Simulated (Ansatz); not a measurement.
Basis sets compared for Al5Sb4H16⁻, a cluster cut from zinc blende AlSb (hydrogen-capped). Total charge -1; singlet. Geometry r2SCAN-D4/def2-SVP. Ansatz on 2 threads of AMD EPYC 7R13 on a shared host and a share (18 GiB) of an NVIDIA H100 80GB HBM3; times are rough, and most runs start from earlier orbitals.

```xyz
25

Al    1.932    0.928   -2.596
Al    1.185    2.776    1.486
Al   -2.358    1.291   -1.016
Al   -0.772   -3.002   -1.311
Al   -1.520   -1.153    2.771
Sb    0.209    2.176   -0.949
Sb    1.561   -1.637   -1.721
Sb    0.747    0.375    2.718
Sb   -2.081   -1.151    0.140
H     3.462    1.312   -2.314
H     1.393    0.912   -4.106
H     2.767    3.032    1.480
H     0.228    3.802    2.260
H    -2.798    1.091   -2.544
H    -3.252    2.217   -0.061
H    -1.406   -3.153   -2.775
H    -0.416   -4.321   -0.473
H    -2.578   -0.271    3.591
H    -1.113   -2.601    3.323
H     0.116    3.721   -1.671
H     2.591   -2.644   -2.635
H     2.458   -1.783   -0.278
H     1.300    0.520    4.326
H     2.014   -0.657    2.229
H    -3.669   -1.779    0.127
```

In the def2 sets Sb takes a core potential; there is no spin–orbit coupling. Single mean-field runs in def2-TZVP are fitted with def2-universal-jkfit.

```
           level  functions  energy (Eh)  HOMO (eV)  LUMO (eV)  wall time
 PBE-D4/def2-SVP        274   -2181.8476      -3.11       0.56      2.7 s
PBE0-D4/def2-SVP        274   -2182.0490      -4.08       1.19      3.5 s
```

Problem. Estimate the rows for PBE-D4/def2-TZVP (with forces), PBE0-D4/def2-TZVP.

Solution. 
```csv
level,functions,energy (Eh),HOMO (eV),LUMO (eV),wall time
PBE-D4/def2-TZVP (with forces),481,-2182.3162,-3.16,0.47,3.9 s
PBE0-D4/def2-TZVP,481,-2182.5046,-4.09,1.14,3.2 s
```
